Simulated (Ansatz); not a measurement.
Reaction (atomization): `C[P+](C)(C)[Ga-]([Cl])([Cl])[Cl]` → 3 C• + 3 Cl• + Ga• + 9 H• + P•

Gas-phase electronic energies from Ansatz, PBE0-D4/def2-TZVP geometries. CCSD(T)/CBS is the MP2 limit (def2-TZVPP, def2-QZVPP) plus CCSD(T) − MP2 in def2-TZVPP, frozen cores. This one scheme is used for every species, atoms too. For atomizations the MP2-based limit and the directly extrapolated one differ by several kJ/mol either way, and by 10 to 25 for some Ge, Se and Sn compounds, so smaller differences from it don't rank the levels. Functionals use def2-TZVPP. HSE06 is defined as in plane-wave codes. No spin–orbit coupling; open shells (•) take unrestricted orbitals. Spin–orbit coupling would lower the free atoms: a little for C, Cl; clearly for Ga. For Ga outer-core shells are correlated without core-valence functions, so the limit isn't a true one: a few kJ/mol of doubt a bond, and 10 to 20 or more in all where bonds break to atoms. Scalar relativity is left out up to krypton. One conformer a species, not always the lowest.

Problem. What is ΔE at CCSD(T)/CBS? (An estimate is asked.)

Solution. The calculation gave: +62.45 eV.

Problem. What do these levels give: LDA (SPW92), PBE-D4, r2SCAN-D4, r2SCAN0-D4, HSE06-D4, PBE, HSE06, HF/def2-SVP, MP2/def2-SVP, CCSD/def2-SVP, SCS-MP2/def2-TZVPP, MP2/def2-QZVPP? (An estimate is asked.)

Solution. The calculation gave: LDA (SPW92) 70.60, PBE-D4 63.22, r2SCAN-D4 62.80, r2SCAN0-D4 62.25, HSE06-D4 62.79, PBE 62.56, HSE06 62.24, HF/def2-SVP 47.22, MP2/def2-SVP 59.51, CCSD/def2-SVP 58.29, SCS-MP2/def2-TZVPP 61.44, MP2/def2-QZVPP 62.75 eV.

Largest T1 diagnostic among the species: 0.013.

Leaving LDA and LC-ωPBE aside and taking each functional with its dispersion term where it has one, the values, not all of them listed here, spread over 2.06 eV, from BHLYP-D4 to PBE-D4. LDA lies +8.04 eV from PBE without D4, its usual overbinding. The D4 term adds +1.06 eV with B3LYP and +0.58 eV with PBE0; it sums over pairs of atoms, weighted by their polarisabilities, and B3LYP, whose exchange is more repulsive, gets the larger term. From PBE to PBE0 (25 % exact exchange), in def2-TZVPP and without D4, ΔE moves by −0.38 eV: exact exchange takes away binding that semilocal exchange gives to molecules.

B3LYP here is the variant with VWN-RPA as its local correlation; programs differ in this.
